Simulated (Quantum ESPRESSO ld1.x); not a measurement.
The numbers below are computed, except where a source is named.
All-electron atom: Ga VIII in [Ar] 3d6. Level of theory: Dirac Kohn-Sham, PW91, spin-unpolarised, spherical densities, point nucleus; open shells fill j = l - 1/2 first (ld1.x of Quantum ESPRESSO 7.5). Some entries of the table are withheld. Estimate them.

orbital,occ.,eigenvalue (eV),<r> (bohr),r(max) (bohr)
1s1/2,2,-10383.1,(1),0.032
2s1/2,2,-1418.75,0.2175,0.183
2p1/2,2,-1273.98,0.1882,0.145
2p3/2,4,-1246.32,0.1917,0.147
3s1/2,2,-291.707,0.6270,0.557
3p1/2,2,(2),(3),0.548
3p3/2,4,(4),(5),0.557
3d3/2,4,-159.687,0.6497,0.498
3d5/2,2,-159.052,0.6524,0.498

Answer. 
(1) 1s1/2 <r> (bohr): 0.04860
(2) 3p1/2 eigenvalue (eV): -244.165
(3) 3p1/2 <r> (bohr): 0.6340
(4) 3p3/2 eigenvalue (eV): -240.088
(5) 3p3/2 <r> (bohr): 0.6425
